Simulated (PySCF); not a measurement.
C2Si, SMILES [C]1[C][Si]1 (connectivity only; charge and spin as stated), neutral, multiplicity 1. Geometry: ωB97X-D3(BJ)/def2-TZVP.

PySCF with TDDFT-ωB97X/def2-TZVPD puts the lowest singlet excitations at 2.84, 3.82, 4.40, 4.63, 5.23, 6.13 eV.

Question: What are the lowest excitation roots from PySCF with ADC(2)/aug-cc-pVDZ? (The exact figures need the calculation; the answer reports its results.)

Answer: 2.59, 3.60, 4.77, 4.97, 5.33, 6.19 eV. S1 differs by -0.24 eV (second minus first; roots are paired by order, and the bases may differ).
